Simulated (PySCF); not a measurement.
NICS in rings of unrelated molecules.

NICS = −σ at a ghost point: NICS(0) at the centroid of the ring atoms, NICS(1) 1 Å to either side along the normal of their mean plane, zz for the tensor component along that normal. Level: GIAO PBE0/pcSseg-1 (PySCF, non-relativistic, gas phase) on the GFN2-xTB geometries, one conformer each. Atom numbers follow the mapped SMILES.

Question: Order these rings by mean NICS(1)zz, lowest (most negative) first (ppm).
A. ring C3–Si4–C5–Si7 in `[CH2:1]=[CH:2][C@H:3]1[SiH2:4][C@H:5]([SiH3:6])[SiH2:7]1`
B. ring C5–C6–N7–S8–N9 in `[CH3:1][CH:2]([CH3:3])[O:4][c:5]1[cH:6][n:7][s:8][n:9]1`
C. ring C4–C5–C6–C7 in `[CH3:1][CH2:2][O:3][C@@H:4]1[CH:5]=[CH:6][CH2:7]1`
D. ring C6–C7–C9–C10 in `[F:1][CH:2]([F:3])[Si@H:4]([Cl:5])[C:6]1=[C:7]([Cl:8])[CH2:9][CH2:10]1`
E. ring Si5–C6–C7 in `[SiH3:1]/[CH:2]=[CH:3]\[SiH2:4][SiH:5]1[CH2:6][CH2:7]1`
F. ring C3–C4–C5–O6–C7 in `[CH2:1]=[P:2][c:3]1[cH:4][cH:5][o:6][cH:7]1`
G. ring Si3–O4–C5–C6–C7–O8 in `[N:1]#[C:2][SiH:3]1[O:4][CH2:5][CH2:6][CH2:7][O:8]1`

Answer: B (-28.5), F (-26.3), E (-19.1), D (-0.1), C (1.1), G (2.9), A (4.7).

```
                             SMILES                                                       ring  NICS(0)  NICS(1)  NICS(1)zz  HOMA  rms pucker (Å)  ring atoms with four or more neighbours
                      CC(C)Oc1cnsn1  5-membered ring with 2 N and S; formal bonds all aromatic    -13.0    -11.4      -28.5     –            0.00                                        0
                         C=Pc1ccoc1          5-membered ring with O; formal bonds all aromatic    -11.6    -10.3      -26.3  0.48            0.00                                        0
         [SiH3]/C=C\[SiH2][SiH]1CC1           3-membered ring with Si; formal bonds all single    -30.6     -8.9      -19.1     –            0.00                                        3
         FC(F)[Si@H](Cl)C1=C(Cl)CC1     4-membered carbocycle; formal bonds 1 double, 3 single     -1.7     -2.6       -0.1     –            0.00                                        2
                    CCO[C@@H]1C=CC1     4-membered carbocycle; formal bonds 1 double, 3 single      1.1     -2.5        1.1     –            0.01                                        2
                    N#C[SiH]1OCCCO1   6-membered ring with 2 O and Si; formal bonds all single     -1.5     -0.9        2.9     –            0.20                                        4
C=C[C@H]1[SiH2][C@H]([SiH3])[SiH2]1         4-membered ring with 2 Si; formal bonds all single     -0.9     -1.1        4.7     –            0.07                                        4
```

NICS(0) gives another order. The isotropic NICS(1) gives another order. HOMA uses Krygowski's 1993 parameters; it is left out where a ring has a four-coordinate atom, a triple bond, no multiple bond or a kind of bond without parameters. NICS(1) and NICS(1)zz are means over the two faces.
